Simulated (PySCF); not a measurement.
Selenium: a sound run and one with changed settings

Sound run: Se [Ar] 3d10 4s2 4p4, Se+ [Ar] 3d10 4s2 4p3. Calculation: PySCF 2.14, in cc-pVDZ-DK (5s4p2d, 27 functions); scalar relativity by spin-free X2C-1e. In the sound run the correlated levels freeze [Ar] 3d10. The sound run starts from symmetry-adapted Hartree-Fock orbitals and uses a fine grid where one is needed.

A second run was set up differently.

```json
{"species": "Se", "method": "MP2", "sound run (hartree)": "-2428.03040", "changed run (hartree)": "-2427.99259", "converged": "yes"}
{"species": "Se", "method": "CCSD(T)", "sound run (hartree)": "-2428.04662", "changed run (hartree)": "-2428.00040", "converged": "yes"}
{"species": "Se+", "method": "MP2", "sound run (hartree)": "-2427.70305", "changed run (hartree)": "-2427.65997", "converged": "yes"}
{"species": "Se+", "method": "CCSD(T)", "sound run (hartree)": "-2427.71835", "changed run (hartree)": "-2427.66435", "converged": "yes"}
```

Ionisation energy of Se:

```tsv
method	sound run (eV)	changed run (eV)
UHF	8.504	8.504
MP2	8.907	9.051
SCS-MP2	8.927	9.167
CCSD	8.927	9.142
CCSD(T)	8.933	9.144
```

(1) What was changed?
A. all electrons correlated in a valence basis
B. a valence shell is frozen
C. minimal basis
D. level shift left on

Answers

(1) B. Freezing a valence shell removes pair correlation that changes on ionisation.
